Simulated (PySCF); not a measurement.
Start geometry of `[SeH][SeH]` from GFN2-xTB (Å):
```
atom  x, y, z in Å
Se1    0.9993    0.4769    0.5668
Se2   -0.9995    0.5256   -0.5239
H3     1.6715   -0.4753   -0.3094
H4    -1.6610   -0.5224    0.2437
```

Question: What comes out of this run: PBE0-D3(BJ)/def2-SVP geometry optimisation, gas phase in PySCF 2.14.0?

Answer: 
```
atom  x, y, z in Å
Se1    1.0376    0.5120    0.5749
Se2   -1.0280    0.6092   -0.5020
H3     1.6566   -0.4778   -0.3270
H4    -1.6724   -0.4709    0.2698
```

The energy falls by 2.7 kJ/mol over 4 energy and gradient evaluations, the largest force component goes from 0.0120 to 3.0e-04 Eh/bohr, and the atoms move by 0.026 Å rms after alignment. The bond that changes most is Se1–Se2 (both ends selenium bonded to Se and H), which lengthens by 0.054 Å. Bonds longer at the end by more than 0.005 Å: 3 of 3; shorter: 0. Rotational constants go from 121812, 2374, 2372 to 118459, 2267, 2267 MHz. The orientation of the end geometry is arbitrary; only internal coordinates are fixed.

The run used 74 basis functions and 22 SCF cycles in all. Time: 4.1 s; peak memory 0.41 GiB. Hardware: an Intel Xeon 6975P-C with one thread, no GPU, shared host with 192 logical CPUs at a one-minute load of 87.

No PBE0-D3(BJ)/def2-SVP frequencies stand behind this structure, so it isn't proved a minimum. The numbers are those of one conformer.
